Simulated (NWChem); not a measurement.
System: C₄H₅O₂, doublet; SMILES CC(O)=C[C]=O

Here is an NWChem input.

```
start job
memory heap 200 mb stack 900 mb global 1100 mb
geometry units angstroms noautosym nocenter noautoz
  C      0.560798     2.182103    -0.058330
  C      0.095863     0.759839    -0.038974
  O     -1.200986     0.612383    -0.278029
  C      0.928865    -0.324912     0.207227
  C      0.355089    -1.637831     0.200027
  O     -0.815416    -1.933551    -0.002812
  H      0.012801     2.764988     0.710620
  H      1.646219     2.258704     0.128331
  H      0.320425     2.641665    -1.039077
  H     -1.395787    -0.378158    -0.237542
  H      1.997829    -0.176814     0.402569
end
basis spherical
  C library def2-svp
  O library def2-svp
  H library def2-svp
end
dft
  odft
  mult 2
  xc m05-2x
  iterations 150
end
cosmo
  do_cosmo_smd true
  solvent anisole
end
task dft energy
```

All runs use the structure optimised with PBE-D3(BJ)/def2-SVP, spin-unrestricted. Not confirmed as a minimum by frequencies. No stability test was run on the SCF state. Solvent: anisole.

Level: M05-2X/def2-SVP with SMD (1 M gas to 1 M solution), gas-phase geometry. Reactions with the solvent are ignored.

Give the results of this calculation. (M05-2X/def2-SVP, spin-unrestricted, SMD on the gas-phase geometry.) Quantities: solvation free energy (kcal/mol); cavity-dispersion-structure term (kcal/mol); dipole in solution (D).


- solvation free energy (kcal/mol) = -4.2
- cavity-dispersion-structure term (kcal/mol) = -1.1
- dipole in solution (D) = 4.03
